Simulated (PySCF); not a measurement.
# HgH and its ions

PBE0; Hg def2-SVPD with ECP60, H def2-SVPD; scalar-relativistic core potentials (PySCF 2.14). Neutral (UKS): doublet (σ ↑), Re = 1.793 Å, ωe = 1238 cm⁻¹, De = 0.38 eV, HOMO -5.75 eV, LUMO -2.48 eV.

HgH⁺ (UKS): singlet (closed shell), Re = 1.608 Å, ωe = 2021 cm⁻¹, De = 2.57 eV to Hg⁺ + H. The energies at the minima are -154.02442 hartree for HgH and -153.73138 for HgH⁺.

**Question.** Work out the adiabatic ionisation energy, without and with harmonic zero-point energies (1 hartree = 27.2114 eV, 1 eV = 8065.5 cm⁻¹), and the change of the bond length.

**Answer.** At PBE0: 0.29304 hartree = 7.974 eV between the minima; the zero-point term (2021.0 − 1238.0)/2 cm⁻¹ = +0.049 eV makes it 8.023 eV. Re changes by -18.5 pm against the neutral. The electron leaves a σ orbital, and the shorter bond of the ion fits an antibonding orbital, or a change in how ionic the bond is.

Weak bonds: HgH. Basis-set superposition, not corrected here, can be much of De in a small basis, most of all at correlated wavefunction levels. Spin–orbit coupling is left out. For an ion De counts to the pair picked by the measured ionisation energies or electron affinities, which need not be the lowest pair at this level. States were picked by a PBE0 search and need not be the measured ground states.
